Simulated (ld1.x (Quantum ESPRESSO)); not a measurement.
Si (Z = 14) RRKJ: all-electron and pseudo phase curves

```json
{
  "Element": "silicon (Si)",
  "Generator": "ld1.x (Quantum ESPRESSO) 7.5",
  "Type": "norm-conserving RRKJ (Kleinman–Bylander form)",
  "Functional": "LDA (PZ)",
  "Relativity": "scalar-relativistic",
  "Frozen core": "[Ne]",
  "Valence charge": "4",
  "Reference configuration": "3s2 3p1 (charge +1)",
  "Partial waves": "3p (bound): rc 1.95 bohr; 3d channel at 0.15 Ry: rc 2.15 bohr; 3s (bound): rc 1.35 bohr",
  "Local potential": "the s channel",
  "Core correction": "a·sin(br)/r model core, default radius (core density twice the valence density)",
  "rho0": "0.02"
}
```

The phase is arctan(r·u′/u) with u = r·R(r), unwrapped; energies in Ry, scanned from -3 to 5 Ry. A pole is an energy at which the radial function vanishes at the test radius. The pseudo phase is shifted by a multiple of π to meet the all-electron one at the reference energy, and phase errors are pseudo minus all-electron; the curves can meet again beyond the range given. Levels narrower than the energy grid can be missing from the lists of poles.

For each channel, where are the poles, and over which energies does the pseudopotential scatter like the atom?

| channel | radius (bohr) | reference energy (Ry) | poles, all-electron | poles, pseudo | unbroken range about the reference energy with phases within 0.05 rad | phase error 1 Ry above the reference energy (rad) |
| --- | --- | --- | --- | --- | --- | --- |
| s | 2.35 | -1.40 | -0.01 | -0.04 | below 1.8 | -0.004 |
| p | 2.35 | -0.86 | 0.90 | 0.84 | below 2.5 | -0.005 |
| d | 2.35 | 0.15 | 1.82 | 1.86 | below 3.5 | +0.003 |

Phases in the s channel:

| E (Ry) | all-electron | pseudo |
| --- | --- | --- |
| -3.00 | 1.145 | 1.143 |
| -2.76 | 1.084 | 1.082 |
| -2.52 | 0.995 | 0.993 |
| -2.28 | 0.851 | 0.848 |
| -2.04 | 0.595 | 0.592 |
| -1.80 | 0.122 | 0.119 |
| -1.56 | -0.512 | -0.513 |
| -1.32 | -0.967 | -0.967 |
| -1.08 | -1.212 | -1.213 |
| -0.84 | -1.353 | -1.354 |
| -0.60 | -1.442 | -1.444 |
| -0.36 | -1.505 | -1.508 |
| -0.12 | -1.552 | -1.557 |
| 0.12 | -1.590 | -1.597 |
| 0.36 | -1.623 | -1.632 |
| 0.60 | -1.652 | -1.663 |
| 0.84 | -1.680 | -1.695 |
| 1.08 | -1.707 | -1.726 |
| 1.32 | -1.734 | -1.761 |
| 1.56 | -1.763 | -1.800 |
| 1.80 | -1.796 | -1.848 |
| 2.04 | -1.833 | -1.910 |
| 2.28 | -1.877 | -1.997 |
| 2.52 | -1.933 | -2.131 |
| 2.76 | -2.006 | -2.360 |
| 3.00 | -2.108 | -2.784 |
| 3.24 | -2.257 | -3.414 |
| 3.48 | -2.491 | -3.921 |
| 3.72 | -2.852 | -4.200 |
| 3.96 | -3.316 | -4.356 |
| 4.20 | -3.730 | -4.454 |
| 4.44 | -4.010 | -4.520 |
| 4.68 | -4.188 | -4.569 |
| 4.92 | -4.304 | -4.608 |
